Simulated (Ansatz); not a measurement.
Two isomers of CH4ClNOSi: A = `Cl[SiH]1NCO1`, B = `O/C=N/[SiH2]Cl`.

Program: Ansatz. Geometries: PBE0-D4/def2-TZVP. ΔE: electronic, gas phase. CCSD(T)/CBS is the MP2 limit (def2-TZVPP, def2-QZVPP) plus CCSD(T) − MP2 in def2-TZVPP, frozen cores. DFT in def2-TZVPP. B3LYP here is the variant with VWN-RPA as its local correlation; programs differ in this. One conformer a species, not always the lowest.

(1) Which isomer does CCSD(T)/CBS put lower? Give the gap. (An estimate is asked.)

(2) Give E(B) − E(A) in kJ/mol with ωB97M-V, r2SCAN-D4, B2PLYP, MP2/def2-TZVPP, PBE0-D4, CCSD(T)/def2-TZVPP, B3LYP-D4. (Estimate.)

Largest T1 diagnostic: 0.013.

## Answers

(1) Computed: A, by 54.9 kJ/mol.

(2) Ansatz gave: ωB97M-V 52.8, r2SCAN-D4 45.0, B2PLYP 42.0, MP2/def2-TZVPP 57.2, PBE0-D4 52.1, CCSD(T)/def2-TZVPP 51.7, B3LYP-D4 36.3. None reverses the order clearly.

From PBE to PBE0 (25 % exact exchange), in def2-TZVPP and without D4, E(B) − E(A) moves by +13.6 kJ/mol. In def2-TZVPP, CCSD(T) changes the Hartree–Fock value by +12.6 kJ/mol (the triples alone add −2.9 kJ/mol) and MP2 by +18.1 kJ/mol.
